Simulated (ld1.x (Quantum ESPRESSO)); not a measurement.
Hf: one change to an RRKJ potential, before and after

```json
{
  "Element": "Hf (Z = 72)",
  "Generator": "ld1.x (Quantum ESPRESSO) 7.5",
  "Type": "norm-conserving RRKJ (Kleinman–Bylander form)",
  "Functional": "PBE",
  "Relativity": "scalar-relativistic",
  "Frozen core": "[Xe] 4f14",
  "Valence charge": "4",
  "Reference configuration": "5d2 6s2 6p0",
  "Partial waves": "6p (bound, empty): rc 4.20 bohr; 5d (bound): rc 2.25 bohr; 6s (bound): rc 3.10 bohr",
  "Local potential": "the s channel",
  "Core correction": "none",
  "rho0": "0.02"
}
```

Change: all radii scaled by about 1.12 (s 3.46, p 4.68, d 2.52 bohr).

Cutoffs: the cutoffs (Ry, on a coarse ladder) from which the occupation-weighted sum of valence levels, in a spherical-Bessel basis at the reference potential, stays within 10 and 1 mRy of its value at 400 Ry; they do not see the model core or the augmentation charge, which bear on the density cutoff. Errors are all-electron minus pseudo energies relative to the spin-unpolarised reference configuration.

Problem. What does the change do?

Solution. The potential gets softer (21 Ry and 25 Ry → 18 Ry and 25 Ry); of the 7 tests that both files solve, the error grows in 4 and shrinks in 1 by more than 15 % and 0.3 meV (median size 35.9 → 52.9 meV); neither file shows a bound ghost. A larger radius leaves more room for a smooth pseudo-wave, so fewer plane waves are needed.

```csv
quantity,base,changed
"cutoff, loose",21 Ry,18 Ry
"cutoff, tight",25 Ry,25 Ry
bound ghosts,none,none
"error for 5d2 6s1 6p0, meV [ΔE 7.98 eV]",+5.5,+6.1
"error for 5d2 6s0 6p0, meV [ΔE 22.16 eV]",+130,+114
"error for 5d1 6s0 6p0, meV [ΔE 43.95 eV]",+289,+232
"error for 5d3 6s0 6p0, meV [ΔE 9.99 eV]",+84,+101
"error for 5d1 6s2 6p0, meV [ΔE 6.50 eV]",+36,+53
"error for 5d1 6s2 6p1, meV [ΔE 1.96 eV]",+19,+33
"error for 5d3 6s1 6p0, meV [ΔE 2.59 eV]",+13,+22
```
